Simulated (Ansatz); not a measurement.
Saddle point of Si$_{2}$H$_{8}$Cl$_{2}$O$_{3}$, singlet (Si₂H₄Cl₂O ([OH][Si]([SiH3])([Cl])[Cl]) + H₂O + H₂O → SiH₂Cl₂O₂ ([OH][Si]([OH])([Cl])[Cl]) + SiH₄ + H₂O; bonds formed: Si1–O7, Si2–H8, H6–O9; bonds broken: Si1–Si2, H6–O7, H8–O9), PBE0-D4/def2-TZVP structure:

```xyz
15
angstrom
Si -0.8506 0.6622 -0.4753
Si 0.8137 -1.2672 -0.8980
Cl -1.8179 -0.5496 -1.9648
Cl -2.5657 0.8527 0.7027
O -0.5204 1.8685 -1.5384
H 0.2306 0.1510 1.8333
O 0.1897 1.2933 0.8330
H 0.0246 -0.9189 0.7195
O 0.1083 -0.8612 1.9739
H 2.0747 -1.4608 -0.1045
H 0.2536 -2.6013 -1.2016
H 1.2006 -0.5010 -2.1055
H 0.1165 2.5066 -1.2092
H -0.2204 2.0711 1.2282
H 0.9629 -1.2455 2.2066
```

Energies are electronic, without zero-point energy. Barriers and step energies count from the start structure reached by relaxing down the imaginary mode; all methods use the PBE0-D4 structures, on which another method's saddle can fall below an end. Ansatz 0.2.0; basis: def2-TZVPP, with def2-QZVPP for the basis limit; cores frozen in the correlated methods. B3LYP uses VWN-RPA correlation. Extrapolation: Hartree–Fock as exp(−7.88 √X), correlation as X^−2.97.

```csv
method,barrier (kJ/mol),step energy (kJ/mol)
SPW92,149.2,-49.2
PBE-D4,197.8,-55.3
BLYP-D4,224.9,-71.6
r2SCAN-D4,203.0,-79.2
B97M-V,221.4,-87.0
PBE0-D4,218.8,-66.4
B3LYP-D4,240.8,-78.9
r2SCAN0-D4,?,-83.5
BHLYP-D4,?,-90.6
CAM-B3LYP-D4,245.0,-86.0
wB97X-V,236.8,-83.5
wB97M-V,226.1,-88.5
B2PLYP,247.0,-86.0
PBE-QIDH,231.1,-80.4
RPA on PBE,236.5,-88.3
HF,?,-119.2
MP2,229.7,-89.0
CCSD,258.6,-91.7
CCSD(T),240.9,-86.2
```

Problem. Fill in the withheld barriers. (An estimate is asked for; the value comes from the calculation.)

Solution. By the calculation: BHLYP-D4 266.6; HF 343.4; r2SCAN0-D4 221.1 kJ/mol. Each is the energy of the saddle less that of the start structure, by the same method.

For comparison, the barrier by CCSD(T) at an estimated basis limit (MP2 extrapolated from triple and quadruple zeta, plus CCSD(T) − MP2 in triple zeta) is 237.5 kJ/mol.

The T1 diagnostic stays at or below 0.012.

Labels in which every atom is bracketed show which atoms are joined, not bond orders.

For scale, one of the runs: CCSD(T)/def2-TZVPP, 373 basis functions, launched by `ansatz run in.yaml --threads 4 --pin off --events-out ev --progress --plain --max-ram 66560MiB --backend cuda --devices 0, --max-vram 37GiB`. The run took 25 s on 4 CPU threads of an AMD EPYC 7R13 and a share of one NVIDIA H100 (shared host), with 0.85 GiB of host memory at its peak.
